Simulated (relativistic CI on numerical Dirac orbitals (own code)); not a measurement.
# Fe XXIII: q coefficients and field-shift factors

Method of calculation: Dirac-Coulomb-Breit CI, orbitals from a KLI potential per configuration, derivatives by finite differences, unscaled Slater integrals, QED left out (own radial code, finite nucleus).

Configuration list (outside the closed core 1s2): 2s2, 2s 2p, 2p2, 2p 3s, 2p 3p, 2s 3s, 2s 3p, 2s 3d. Levels of other configurations are missing.

With x = (α/α₀)² − 1 an excitation energy changes as ω = ω₀ + qx; K = 2q/ω₀ is the relative enhancement. Terms are leading LS components, so labels can repeat. The field-shift factor is F = δν/δ⟨r²⟩ for the transition from the lowest level.

Lowest level 2s2 1S_0.

| Level | ω₀ (cm⁻¹) | q (cm⁻¹) | F (GHz/fm²) |
| --- | --- | --- | --- |
| 2s 2p 3P°_0 | 352977 | 14000 | -91.4 |
| 2s 2p 3P°_1 | 384014 | 37740 | -91.5 |
| 2s 2p 3P°_2 | 475962 | 139400 | -91.7 |
| 2s 2p 1P°_1 | 769306 | 118500 | -94.7 |
| 2p2 3P_0 | 967298 | 70810 | -191 |
| 2p2 3P_1 | 1037243 | 163400 | -192 |
| 2p2 3P_2 | 1083040 | 182500 | -192 |
| 2p2 1D_2 | 1218008 | 266200 | -192 |
| 2p2 1S_0 | 1442499 | 251600 | -186 |
| 2s 3s 3S_1 | 8909079 | 103700 | -59 |
| 2s 3s 1S_0 | 8978210 | 106600 | -60.6 |
| 2s 3p 3P°_0 | 9082311 | 108900 | -85.8 |
| 2s 3p 3P°_1 | 9082809 | 110700 | -87 |

At this charge energies of transitions that change n are usually good to better than 1 %, and those within a shell (Δn = 0) to a few per cent.

**Question.** Which transition from the lowest level has the largest |K|?

**Answer.** 2s 2p 3P°_2 at 475962 cm⁻¹, K = 0.586.
